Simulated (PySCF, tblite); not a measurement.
Isomers of C7H11NO, one GFN2-xTB conformer each. Single-point energies are computed at PBE0/pcSseg-1 (PySCF, gas phase, no added dispersion term), electronic only.

Question: Rank them by PBE0/pcSseg-1 energy, lowest first (kcal/mol).
A. `[CH3:1][C:2]#[C:3][C@@H:4]([CH3:5])[C:6](=[O:7])[NH:8][CH3:9]` with C3–C4–C6–O7 143°, C4–C6–N8–C9 180°
B. `[O:1]=[CH:2][NH:3][C@H:4]1[CH:5]=[CH:6][CH2:7][CH2:8][CH2:9]1` with O1–C2–N3–C4 0°, C2–N3–C4–C5 125°, N3–C4–C5–C6 111°, C5–C6–C7–C8 -19°, C6–C7–C8–C9 48°, C7–C8–C9–C4 -62°

Answer: B (0.0), A (28.5).

As drawn, the lower has a C=C bond outside aromatic rings, which the higher lacks; the higher has a C≡C bond, which the lower lacks. GFN2-xTB itself gives, in the same order: 0.0, 24.7. Both levels put the same isomer lowest.

Which frontier levels, dipoles and rotational constants go with these structures?

```
              SMILES  HOMO (eV, PBE0/pcSseg-1)  LUMO (eV)  dipole (D)       A, B, C (MHz)
   O=CN[C@H]1C=CCCC1                     -7.12       0.15        4.13  3820, 997.9, 895.0
CC#C[C@@H](C)C(=O)NC                     -6.95       0.76        4.18   2221, 1002, 795.4
```

What happens when harmonic zero-point energies from GFN2-xTB frequencies are added?

```json
{"SMILES": "O=CN[C@H]1C=CCCC1", "ZPE (kcal/mol)": "106.0", "electronic (kcal/mol)": "0.0", "with ZPE (kcal/mol)": "0.0"}
{"SMILES": "CC#C[C@@H](C)C(=O)NC", "ZPE (kcal/mol)": "103.0", "electronic (kcal/mol)": "28.5", "with ZPE (kcal/mol)": "25.5"}
```

The zero-point energies span 3.0 kcal/mol. The order is unchanged.
